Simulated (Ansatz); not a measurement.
Coupled-cluster diagnostics for the cluster Sn₃F₄⁺ (the lowest doublet isomer of a short search), Ansatz.

Geometry of the doublet (r2SCAN-D4/def2-SVP):

```xyz
7

Sn    2.673    0.208   -0.041
Sn   -0.964   -1.697   -0.626
Sn   -1.195    1.530    0.657
F    -1.255    0.366   -1.146
F     0.852    1.373    0.504
F    -1.151   -0.552    1.180
F     1.039   -1.227   -0.529
```

In the def2 sets Sn takes a core potential; there is no spin–orbit coupling. Correlated methods freeze 16 core orbitals; core or outer-core shells of Sn are correlated, in sets that lack core-valence functions. The structure comes from a short search, and lower isomers may exist.

Estimate the CCSD(T) correlation energy, the shares of MP2 and (T), T1 and the reference's ⟨S²⟩ for: charge 1, doublet, own geometry in def2-SVP; and the rough time on 4 threads of Arm Neoverse V1 on a shared host.


```tsv
state	basis	correlation (eV)	MP2 share (%)	(T) share (%)	T1	⟨S²⟩ (pure)	wall time
charge 1, doublet, own geometry	def2-SVP	-28.280	95.0	2.0	0.013	0.77 (0.75)	4.2 min
```
Customary marks for T1 are 0.02 (closed shells), 0.045 (open shells) and about 0.05 (3d metals). T1 stays under 0.02 throughout.
